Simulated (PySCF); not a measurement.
Selenium: a sound run and one with changed settings

Sound run: Se [Ar] 3d10 4s2 4p4, Se⁺ [Ar] 3d10 4s2 4p3. Calculation: PySCF 2.14, in aug-cc-pVDZ-DK (6s5p3d, 36 functions); scalar relativity by spin-free X2C-1e. In the sound run the correlated levels freeze [Ar] 3d10. The sound run starts from symmetry-adapted Hartree-Fock orbitals and uses a fine grid where one is needed.

Changed run: no relativity, point nucleus. This setting is unsound on purpose.

```tsv
species	method	sound run (hartree)	changed run (hartree)	converged
Se	UHF	-2427.96129	-2383.02990	yes
Se	BP86	-2430.03293	-2385.10601	yes
Se	LDA	-2426.11446	-2381.18977	yes
Se	MP2	-2428.03672	-2383.10596	yes
Se	CCSD(T)	-2428.05456	-2383.12442	yes
Se⁺	UHF	-2427.64781	-2382.71360	yes
Se⁺	BP86	-2429.67170	-2384.74219	yes
Se⁺	LDA	-2425.75148	-2380.82437	yes
Se⁺	MP2	-2427.70519	-2382.77200	yes
Se⁺	CCSD(T)	-2427.72077	-2382.78834	yes
```

Ionisation energy of Se:

| method | sound run (eV) | changed run (eV) |
| --- | --- | --- |
| UHF | 8.530 | 8.607 |
| BP86 | 9.829 | 9.900 |
| LDA | 9.877 | 9.943 |
| MP2 | 9.021 | 9.087 |
| SCS-MP2 | 9.040 | 9.106 |
| CCSD | 9.064 | 9.127 |
| CCSD(T) | 9.083 | 9.145 |

Most of the change in total energy is the relativistic energy itself. On top of that the contraction fixes the core shape for the Hamiltonian it was made with, so the changed run is not a good calculation with the other Hamiltonian either.

For comparison, NIST gives 9.752 eV between the lowest levels.
